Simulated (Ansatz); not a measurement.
`[SiH3][SiH]1[CH2][SbH]1` + `CC=N` → `C/C=N\[SiH3]` + `[CH2]1[SiH2][SbH]1` at 500 K and 1 bar (cleavage of the Si–Si bond).

Gas-phase electronic energies from Ansatz, PBE0-D4/def2-TZVP geometries. CCSD(T)/CBS adds triple-zeta CCSD(T) − MP2 to the extrapolated MP2 energy (def2 sets, frozen cores). Elements past krypton have def2 core potentials. For Sb outer-core shells are correlated without core-valence functions, which leaves a few kJ/mol of doubt a bond. Each species was taken in one conformer, which may not be the lowest.

```csv
species,CCSD(T)/CBS energy (Eh),H − E (kJ/mol),S (J/(mol·K))
`[SiH3][SiH]1[CH2][SbH]1`,-860.41383,227.3,444.7
`CC=N`,-133.79309,207.6,299.1
`C/C=N\[SiH3]`,-424.08411,261.1,377.9
`[CH2]1[SiH2][SbH]1`,-570.12740,165.8,359.5
```

H − E and S are ideal-gas, rigid-rotor, harmonic terms from PBE0-D4/def2-TZVP, for one conformer and one mirror image of each species. 1 Eh = 2625.50 kJ/mol, R = 8.31446 J/(mol·K).

Question: By hand: ΔE, ΔH, ΔS and ΔG.

Answer: ΔE = (-424.08411) + (-570.12740) − (-860.41383) − (-133.79309) = -0.00459 Eh = -12.1 kJ/mol. Δ(H − E) = 261.1 + 165.8 − 227.3 − 207.6 = -8.0, so ΔH = -20.1 kJ/mol. ΔS = 377.9 + 359.5 − 444.7 − 299.1 = -6.4 J/(mol·K). ΔG = -20.1 − 500 × (-6.4)/1000 = -16.9 kJ/mol.

Question: By hand: the equilibrium constant, and the temperature at which ΔG would vanish if ΔH and ΔS stayed fixed.

Answer: log₁₀ K = −ΔG/(RT ln 10) = 1.8. ΔG = 0 at ΔH/ΔS = 3141 K, far beyond where these terms or the molecules hold.

The number of gas molecules stays the same, so ΔS is small and ΔH decides. A doubt of 5 kJ/mol in ΔE shifts log₁₀ K by 0.5 here. Other conformers and mirror images would add mixing entropy, several J/(mol·K) or more a flexible species. These are equilibria of isolated gas molecules and say nothing of rates. Largest T1 diagnostic: 0.014 (customary marks: 0.02 for closed shells, 0.045 for open ones).
